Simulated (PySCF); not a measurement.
Compound: C6H10N (doublet state).
Structure used (GFN2-xTB), in Å, numbered top down from 1:
```xyz
17
C6H10N angstrom
C      2.404   -0.363   -0.788
C      1.580    0.113    0.395
N      2.101    0.513    1.520
C      0.222    0.110    0.252
C     -1.061    0.085    0.120
C     -1.892   -1.121    0.486
C     -1.851    1.257   -0.411
H      3.089    0.426   -1.099
H      1.770   -0.634   -1.629
H      2.995   -1.231   -0.495
H      3.118    0.473    1.525
H     -2.503   -1.422   -0.364
H     -2.555   -0.868    1.312
H     -1.260   -1.952    0.786
H     -2.360    0.972   -1.331
H     -1.201    2.104   -0.611
H     -2.602    1.551    0.320
```

The hyperfine couplings belong to this conformer and change with its torsions.

The species is `[H]/N=C(\C)[C]=C(C)C` [radical].

Level of theory: UKS B3LYP, pcH-1 on C H N, non-relativistic, mean-field spin-orbit, GIAO (PySCF 2.14.0). Isolated species at its GFN2-xTB geometry, gas phase. A GFN2-xTB geometry isn't a minimum of the functional, and hyperfine couplings can be far from their values at a DFT geometry. The SCF solution wasn't tested for stability. ⟨S²⟩ is 0.774 where a pure state has 0.75.

(1) Where do the isotropic ENDOR lines of N3, H11, H8/H9/H10, H15/H16/H17 and H12/H13/H14 fall at 3356.0 mT, to first order?

(2) Which pairs are centred on the nuclear Larmor frequency, and which on half the coupling?

Answers

(1) For S = 1/2 in fast tumbling each set of equivalent nuclei gives two lines, ν± = |νn ± a/2| to first order, with νn = g_N μN B/h and μN/h = 7.62259 MHz/T.

```json
{"nuclei": "N3", "isotope": "14N", "g_N": "0.4038", "νn (MHz)": "10.33", "a_iso (MHz)": "19.32", "lower line (MHz)": "0.67", "upper line (MHz)": "19.99"}
{"nuclei": "H11", "isotope": "1H", "g_N": "5.5857", "νn (MHz)": "142.89", "a_iso (MHz)": "-34.54", "lower line (MHz)": "125.62", "upper line (MHz)": "160.16"}
{"nuclei": "H8/H9/H10", "isotope": "1H", "g_N": "5.5857", "νn (MHz)": "142.89", "a_iso (MHz)": "-6.62", "lower line (MHz)": "139.58", "upper line (MHz)": "146.20"}
{"nuclei": "H15/H16/H17", "isotope": "1H", "g_N": "5.5857", "νn (MHz)": "142.89", "a_iso (MHz)": "-2.61", "lower line (MHz)": "141.58", "upper line (MHz)": "144.20"}
{"nuclei": "H12/H13/H14", "isotope": "1H", "g_N": "5.5857", "νn (MHz)": "142.89", "a_iso (MHz)": "-2.52", "lower line (MHz)": "141.63", "upper line (MHz)": "144.15"}
```

(2) Centred on νn, since |a| < 2νn: N3, H11, H8/H9/H10, H15/H16/H17 and H12/H13/H14. No pair has |a| > 2νn.

Nuclei that the bonding pattern makes equivalent are averaged, as if the motion that swaps them (rotation, inversion, ring flip) were fast. C6 and C7, with what hangs on them, aren't averaged: C5 is flat or nearly so (angle sum 360°), and its turn about the short C5–C4 bond (1.29 Å) is taken as slow. The three 1H nuclei of mean -6.6 MHz run from -9.8 to -1.0 MHz in the frozen geometry.
